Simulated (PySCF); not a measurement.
# Computed properties of SiBrI, SMILES Br[Si]I

SiBrI, SMILES Br[Si]I (connectivity only; charge and spin as stated), neutral, multiplicity 1. Geometry: PBE0-D3(BJ)/def2-TZVP. The def2 effective core potentials stand for the cores of I; spin–orbit coupling is left out. The values are those of a single conformer. All values are computed for the isolated molecule unless a solvent is named; none is compared with measurement here.

**Structure.** The optimised structure has Cs symmetry. All 3 harmonic modes at PBE0-D3(BJ)/def2-TZVP (PySCF) are real, so it is a minimum. With heavy atoms numbered as in [Si:1]([Br:2])[I:3], the shortest bond between them is Si1–Br2 at 2.248 Å and the longest Si1–I3 at 2.475 Å.

**Vibrations.** The strongest infrared lines (harmonic, unscaled, degenerate partners summed) lie at 404 cm⁻¹ (104 km/mol, Si 76 %, Br 24 %), 349 cm⁻¹ (81 km/mol, Si 84 %, I 16 %). The softest mode is at 105 cm⁻¹ and the zero-point energy is 1.2 kcal/mol.

**Electronic structure.** CAM-B3LYP/def2-TZVPD (PySCF) places the frontier levels at -8.49 and -2.14 eV, a gap of 6.35 eV, and gives a dipole moment of 0.91 D and a mean polarisability of 90.6 bohr³.

**Excitations.** TDDFT-B3LYP/def2-SVPD (PySCF) has S1 at 2.95 eV (421 nm, f = 0.005, weak); the most intense of the 10 singlets computed lies at 5.95 eV (f = 0.10). T1 (TDA) is at 2.01 eV.
